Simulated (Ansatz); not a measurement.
Gas-phase electronic energies from Ansatz, PBE0-D4/def2-TZVP geometries. CCSD(T)/CBS is the MP2 limit (def2-TZVPP, def2-QZVPP) plus CCSD(T) − MP2 in def2-TZVPP, frozen cores. DFT in def2-TZVPP. B3LYP here is the variant with VWN-RPA as its local correlation; programs differ in this. For Br outer-core shells are correlated without core-valence functions, which leaves a few kJ/mol of doubt a bond. Scalar relativity is left out up to krypton. One conformer a species, not always the lowest.

Reaction (redistribution): `BC[SiH](C)Cl` + `OC([SiH3])Br` → `C[SiH](Cl)Br` + `BCC(O)[SiH3]`

```json
{"level": "PBE-D4", "ΔE (kcal/mol)": "-15.1", "difference from CCSD(T)/CBS": "2.9"}
{"level": "r2SCAN-D4", "ΔE (kcal/mol)": "-16.2", "difference from CCSD(T)/CBS": "1.8"}
{"level": "PBE0-D4", "ΔE (kcal/mol)": "-17.0", "difference from CCSD(T)/CBS": "1.0"}
{"level": "B3LYP-D4", "ΔE (kcal/mol)": "-16.3", "difference from CCSD(T)/CBS": "1.7"}
{"level": "ωB97X-V", "ΔE (kcal/mol)": "-18.1", "difference from CCSD(T)/CBS": "-0.1"}
{"level": "ωB97M-V", "ΔE (kcal/mol)": "-17.7", "difference from CCSD(T)/CBS": "0.3"}
{"level": "B2PLYP", "ΔE (kcal/mol)": "-17.0", "difference from CCSD(T)/CBS": "1.0"}
{"level": "PBE", "ΔE (kcal/mol)": "-15.3", "difference from CCSD(T)/CBS": "2.7"}
{"level": "r2SCAN", "ΔE (kcal/mol)": "-16.2", "difference from CCSD(T)/CBS": "1.8"}
{"level": "PBE0", "ΔE (kcal/mol)": "-17.2", "difference from CCSD(T)/CBS": "0.8"}
{"level": "B3LYP", "ΔE (kcal/mol)": "-16.5", "difference from CCSD(T)/CBS": "1.5"}
{"level": "HF/def2-TZVPP", "ΔE (kcal/mol)": "-20.5", "difference from CCSD(T)/CBS": "-2.5"}
{"level": "MP2/def2-TZVPP", "ΔE (kcal/mol)": "-17.6", "difference from CCSD(T)/CBS": "0.4"}
{"level": "SCS-MP2/def2-TZVPP", "ΔE (kcal/mol)": "-17.7", "difference from CCSD(T)/CBS": "0.3"}
{"level": "CCSD/def2-TZVPP", "ΔE (kcal/mol)": "-18.0", "difference from CCSD(T)/CBS": "0.0"}
{"level": "CCSD(T)/def2-TZVPP", "ΔE (kcal/mol)": "-17.1", "difference from CCSD(T)/CBS": "0.9"}
{"level": "HF/def2-QZVPP", "ΔE (kcal/mol)": "-20.5", "difference from CCSD(T)/CBS": "-2.5"}
{"level": "MP2/def2-QZVPP", "ΔE (kcal/mol)": "-18.1", "difference from CCSD(T)/CBS": "-0.1"}
{"level": "SCS-MP2/def2-QZVPP", "ΔE (kcal/mol)": "-18.2", "difference from CCSD(T)/CBS": "-0.2"}
{"level": "HF/CBS(def2)", "ΔE (kcal/mol)": "-20.5", "difference from CCSD(T)/CBS": "-2.5"}
{"level": "MP2/CBS(def2)", "ΔE (kcal/mol)": "-18.5", "difference from CCSD(T)/CBS": "-0.5"}
{"level": "CCSD/CBS(def2)", "ΔE (kcal/mol)": "-18.9", "difference from CCSD(T)/CBS": "-0.9"}
{"level": "CCSD(T)/CBS", "ΔE (kcal/mol)": "-18.0", "difference from CCSD(T)/CBS": "0"}
```

Largest T1 diagnostic among the species: 0.011.

In def2-TZVPP, CCSD(T) changes the Hartree–Fock value by +3.4 kcal/mol (the triples alone add +0.9 kcal/mol) and MP2 by +2.9 kcal/mol. From PBE to PBE0 (25 % exact exchange), in def2-TZVPP and without D4, ΔE moves by −1.9 kcal/mol.
